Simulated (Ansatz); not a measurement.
Geometry optimisation, RKS B3LYP-D4/def2-SVP (Ansatz 0.2.0).

The input (input.yaml):

```yaml
crystal:
  periodic: [false, false, false]
  atoms:
    - { symbol: Zn, position_ang: [-0.247, -1.0825, 0.4377] }
    - { symbol: Cl, position_ang: [2.2405, -0.3806, 0.8368] }
    - { symbol: O, position_ang: [-1.2281, -2.3768, 1.0054] }
    - { symbol: H, position_ang: [0.1598, 1.5115, -0.5718] }
    - { symbol: O, position_ang: [-0.8539, 0.7482, -0.6114] }
    - { symbol: H, position_ang: [1.9013, 1.1729, 0.1078] }
    - { symbol: F, position_ang: [1.2535, 2.0044, -0.4593] }
    - { symbol: H, position_ang: [-2.1562, -2.2719, 0.7962] }
    - { symbol: H, position_ang: [-1.0699, 0.6748, -1.5413] }
basis:
  gaussian: { orbitals: def2-SVP }
hamiltonian:
  xc: b3lyp
  dispersion: d4
relax:
  f_tol: 0.15
  max_steps: 25
  restrain:
    - { distance: [0, 4], at: 3.18, k: 30.0 }
    - { distance: [3, 6], at: 2.18, k: 30.0 }
    - { distance: [5, 1], at: 2.63, k: 30.0 }
    - { distance: [0, 1], at: 2.24, k: 30.0 }
    - { distance: [3, 4], at: 0.97, k: 30.0 }
    - { distance: [5, 6], at: 0.88, k: 30.0 }
output:
  orbitals: {}
```

Launched with:

```bash
$ ansatz run input.yaml --threads 2 --pin off --max-ram 3072MiB --backend cpu --events-out ev --progress --plain --runs-dir out
```

Question: Where does it end, and by what steps?

Answer: It converged. The restraints hold the end off the free minimum. After 15 steps the energy has fallen by 0.665 eV (the restraints' own energy left out); H8 moved furthest, 1.14 Å. Parted: Zn1–O5. Joined: H4–O5, H6–F7.

| step | energy less start (eV) | largest force component (eV/Å) | accepted |
| --- | --- | --- | --- |
| 0 | 0.0000 | 3.096 | yes |
| 1 | -0.5827 | 2.435 | yes |
| 2 | -0.3128 | 5.304 | yes |
| 3 | -0.4568 | 2.286 | yes |
| 4 | -0.5804 | 1.103 | yes |
| 5 | -0.5723 | 1.034 | yes |
| 6 | -0.6352 | 1.063 | yes |
| 7 | -0.6384 | 1.028 | yes |
| 8 | -0.6316 | 0.901 | no |
| 9 | -0.6438 | 1.039 | yes |
| 10 | -0.6462 | 1.021 | yes |
| 11 | -0.6510 | 0.968 | yes |
| 12 | -0.6422 | 0.929 | no |
| 13 | -0.6571 | 1.000 | yes |
| 14 | -0.6604 | 1.000 | yes |
| 15 | -0.6646 | 0.913 | yes |

```xyz
9
Properties=species:S:1:pos:R:3
Zn 0.382 -1.578 0.942
Cl 2.495 -0.945 1.097
O -1.326 -2.054 0.795
H -0.685 1.375 -0.498
O -1.242 0.603 -0.691
H 1.905 1.370 0.010
F 1.391 2.013 -0.392
H -1.764 -1.285 0.385
H -1.155 0.500 -1.649
```

Whether the end is a true minimum wasn't checked by a vibrational analysis.

Run time: 22 s on 2 threads of AMD EPYC 9R45 96-Core Processor (Zen 5), on a shared host, peak memory 0.28 GiB.
